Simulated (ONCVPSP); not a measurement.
Reading a pseudo-wave (Ge)

Columns: radius, all-electron u(r) and pseudo u(r) of the 3d shell (level -38.34 eV) of germanium in the configuration [Ne] 3s2 3p6 3d10 4s2 4p1; PBEsol, scalar-relativistic, ONCV scheme, ONCVPSP 4.0.1.

```json
{"r (bohr)": "0.060", "all-electron": "0.0524", "pseudo": "0.0080"}
{"r (bohr)": "0.120", "all-electron": "0.2408", "pseudo": "0.0604"}
{"r (bohr)": "0.180", "all-electron": "0.4902", "pseudo": "0.1844"}
{"r (bohr)": "0.240", "all-electron": "0.7270", "pseudo": "0.3810"}
{"r (bohr)": "0.300", "all-electron": "0.9144", "pseudo": "0.6252"}
{"r (bohr)": "0.360", "all-electron": "1.0440", "pseudo": "0.8746"}
{"r (bohr)": "0.420", "all-electron": "1.1193", "pseudo": "1.0856"}
{"r (bohr)": "0.480", "all-electron": "1.1499", "pseudo": "1.2258"}
{"r (bohr)": "0.540", "all-electron": "1.1469", "pseudo": "1.2842"}
{"r (bohr)": "0.600", "all-electron": "1.1203", "pseudo": "1.2698"}
{"r (bohr)": "0.660", "all-electron": "1.0778", "pseudo": "1.2038"}
{"r (bohr)": "0.720", "all-electron": "1.0254", "pseudo": "1.1122"}
{"r (bohr)": "0.780", "all-electron": "0.9676", "pseudo": "1.0162"}
{"r (bohr)": "0.840", "all-electron": "0.9073", "pseudo": "0.9283"}
{"r (bohr)": "0.900", "all-electron": "0.8466", "pseudo": "0.8529"}
{"r (bohr)": "0.960", "all-electron": "0.7870", "pseudo": "0.7878"}
{"r (bohr)": "1.020", "all-electron": "0.7295", "pseudo": "0.7293"}
{"r (bohr)": "1.080", "all-electron": "0.6745", "pseudo": "0.6744"}
{"r (bohr)": "1.140", "all-electron": "0.6225", "pseudo": "0.6224"}
{"r (bohr)": "1.200", "all-electron": "0.5736", "pseudo": "0.5735"}
{"r (bohr)": "1.260", "all-electron": "0.5279", "pseudo": "0.5278"}
{"r (bohr)": "1.320", "all-electron": "0.4853", "pseudo": "0.4852"}
{"r (bohr)": "1.380", "all-electron": "0.4458", "pseudo": "0.4458"}
{"r (bohr)": "1.440", "all-electron": "0.4093", "pseudo": "0.4092"}
{"r (bohr)": "1.500", "all-electron": "0.3755", "pseudo": "0.3754"}
{"r (bohr)": "1.560", "all-electron": "0.3444", "pseudo": "0.3443"}
```

(1) How many radial nodes do the two functions have?

(2) At about which radius was the pseudo-wave matched?

(3) Where does each function peak?

(4) Is the pseudo-wave norm-conserving?

Answers

(1) The all-electron 3d function has n − l − 1 = 0; the pseudo-wave has 0.

(2) 1.05 bohr, where the columns begin to agree (steps of 0.06 bohr).

(3) Outermost all-electron maximum near 0.48 bohr, pseudo maximum near 0.54 bohr (to the table’s step).

(4) Yes: the ONCV scheme keeps the norm inside the radius equal to the all-electron one, which fixes the energy derivative of the logarithmic derivative at the level.
